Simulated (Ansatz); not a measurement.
Si₂₀H₂₉, a nanocrystal with a defect cut from the lattice of silicon (one cap removed), relaxed as a doublet with UKS PBE-D4/def2-SVP in Ansatz, starting from the GFN2-xTB geometry. Force threshold 0.03 eV/Å.

Single mean-field runs in def2-SVP are fitted with def2-universal-jkfit.

Start:

Cartesian coordinates in Å:
```
Si -0.7316 -2.4494 1.4535
Si -3.9900 -0.4210 1.1076
Si 1.0773 0.9385 2.5204
Si -2.3256 2.7003 2.0802
Si -2.3368 -2.8425 -2.0092
Si 2.6057 -1.3038 -0.3996
Si 0.7384 -1.7869 -3.7188
Si -0.7204 0.5832 -0.9383
Si 1.2593 3.9267 0.0912
Si 2.6732 1.8622 -2.5924
Si -2.7622 -1.8572 2.4454
Si -1.3426 -3.9534 -0.2276
Si 0.6272 -0.6115 0.7502
Si -2.6790 1.3065 0.2392
Si -0.8226 1.7852 3.5850
Si 2.2672 2.8422 1.8708
Si -1.1857 -0.9335 -2.7074
Si 2.2628 -2.7141 -2.2306
Si 3.9123 0.4315 -1.2597
Si 0.6389 2.4427 -1.6025
H 0.0913 -3.1825 2.4406
H -4.6457 -1.1899 0.0436
H -5.1314 0.1320 1.8540
H 1.8826 0.1732 3.4993
H -3.6045 3.0031 2.7421
H -1.8528 4.0279 1.6683
H -3.7261 -2.5175 -1.6532
H -2.5086 -3.7515 -3.1544
H 3.3952 -2.0486 0.6055
H 0.3529 -2.7711 -4.7435
H 1.4159 -0.7519 -4.5130
H 0.1087 4.6960 0.5806
H 2.1422 4.9736 -0.4480
H 2.4771 1.2494 -3.9109
H 3.4472 3.0713 -2.9129
H -3.5270 -3.0707 2.7740
H -2.5500 -1.2517 3.7657
H -2.2025 -5.0176 0.3151
H -0.1847 -4.7001 -0.7357
H -3.4746 2.0464 -0.7635
H -1.4873 0.7539 4.3904
H -0.4137 2.7681 4.6000
H 2.4238 3.7370 3.0281
H 3.6570 2.5128 1.5321
H 1.7605 -4.0294 -1.8147
H 3.5421 -3.0463 -2.8779
H 5.0601 -0.1267 -1.9921
H 4.5633 1.1887 -0.1840
H -0.1769 3.1765 -2.5931
```

| step | energy (eV) | largest force component (eV/Å) | SCF passes |
| --- | --- | --- | --- |
| 1 | -157899.6817 | 0.680 | 21 |
| 2 | -157900.3624 | 0.330 | 24 |
| 3 | -157900.4892 | 0.057 | 20 |
| 4 | -157900.4998 | 0.025 | 19 |

Force components are those of the run's own axes.

End:

Cartesian coordinates in Å:
```
Si -0.6564 -2.4382 1.4810
Si -3.9810 -0.4219 1.0556
Si 1.1073 0.8493 2.5190
Si -2.3024 2.7069 2.0403
Si -2.3680 -2.8020 -2.0044
Si 2.5907 -1.3244 -0.3224
Si 0.7372 -1.7372 -3.7301
Si -0.6862 0.5972 -0.8671
Si 1.2153 3.9112 0.0876
Si 2.6284 1.8429 -2.6156
Si -2.7173 -1.8367 2.4554
Si -1.3019 -3.9338 -0.2233
Si 0.5978 -0.5888 0.7126
Si -2.6802 1.3300 0.1638
Si -0.8067 1.7277 3.5783
Si 2.2823 2.7848 1.8635
Si -1.1463 -0.8983 -2.6167
Si 2.2410 -2.7179 -2.1917
Si 3.8908 0.4285 -1.2143
Si 0.5681 2.4426 -1.6399
H 0.1657 -3.1888 2.5036
H -4.6351 -1.2354 -0.0273
H -5.0754 0.2139 1.8783
H 1.9311 0.0976 3.5400
H -3.6356 2.9012 2.7215
H -1.7926 4.0634 1.6372
H -3.7830 -2.4698 -1.6186
H -2.4104 -3.7170 -3.2034
H 3.4168 -2.0745 0.6974
H 0.2605 -2.8022 -4.6867
H 1.4464 -0.6764 -4.5258
H 0.0431 4.6900 0.6186
H 2.1882 4.8976 -0.5119
H 2.4387 1.1875 -3.9561
H 3.4036 3.1199 -2.8331
H -3.4936 -3.1124 2.6756
H -2.5274 -1.1793 3.7950
H -2.2595 -4.9304 0.3874
H -0.1266 -4.6994 -0.7659
H -3.5075 2.0927 -0.8451
H -1.5245 0.6775 4.3810
H -0.3363 2.7964 4.5350
H 2.3257 3.7070 3.0578
H 3.7010 2.4657 1.4789
H 1.7139 -4.0672 -1.7877
H 3.5810 -2.9268 -2.8580
H 4.9878 -0.2057 -2.0348
H 4.5424 1.2442 -0.1315
H -0.2512 3.2088 -2.6527
```

By distances, no bond broke or formed. The bond that changes most is Si8–Si13, from 2.47 to 2.36 Å (atoms count from 1).

No frequencies were taken in this run, so the end may be a saddle point.

Hardware: 2 threads of AMD EPYC 7R13 on a shared host and a share (18 GiB) of an NVIDIA H100 80GB HBM3. Wall time 23 s.
